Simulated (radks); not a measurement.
Q: Coulomb parameter of the 5d shell of the mercury ion Hg3+ in the model configuration [Xe] 4f14 5d7 6p2, as a second difference U = [E(n + 0.5) + E(n - 0.5) - 2 E(n)] / (0.5)^2 with all orbitals relaxed. "Bare": the charge of the atom changes with n. "Screened": the 6p shell takes up the change at fixed total charge, which measures U(5d,5d) + U(6p,6p) - 2 U(5d,6p). Calculated with a radial shooting solver on a logarithmic mesh with Libxc functionals: Dirac Kohn-Sham, LDA (Slater exchange, Perdew-Wang correlation), spin-unpolarised, spherical densities, finite nucleus; open shells are shared between the two j in proportion to 2j + 1; Fermi nuclear charge, rms radius 5.4648 fm. Estimate both.

A: U(bare) = 14.504 eV, U(screened by 6p) = 2.686 eV.
